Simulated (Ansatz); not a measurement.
Species: BH, charge 0, singlet. BH (λ1-borane, SMILES [BH]).
B3LYP-D3(BJ)/def2-TZVP minimum from Ansatz (a quantum-chemistry and plane-wave program):
```
B
H 1 1.2331
```

Total energies in cc-pVQZ, 4 correlated electrons, 1 frozen orbitals. Open shells are spin-unrestricted; no spin-orbit coupling. Correlated methods leave the cores frozen. No relativity. The restricted determinant of HB ([BH], singlet) is unstable towards broken spin symmetry in at least one set run.

| method | program | energy (Eh) | error against FCI (mEh) |
|---|---|---|---|
| HF | Ansatz | -25.13129 | 104.28 |
| MP2 | Ansatz | -25.20944 | 26.13 |
| CCSD | Ansatz | -25.23285 | 2.72 |
| CCSD(T) | Ansatz | -25.23506 | 0.50 |
| UCCSD(T) | Ansatz | -25.23493 | 0.63 |
| CCSDT(Q) | Ansatz | -25.23555 | 0.02 |
| CCSDTQ | Ansatz | -25.23557 | 0.00 |
| FCI | Ansatz | -25.23557 | 0.00 |

Rough core times of Ansatz's runs on a shared machine: CCSD(T) under 20 s, UCCSD(T) under 20 s, CCSDT(Q) under 20 s, CCSDTQ 80 s, FCI under 20 s.
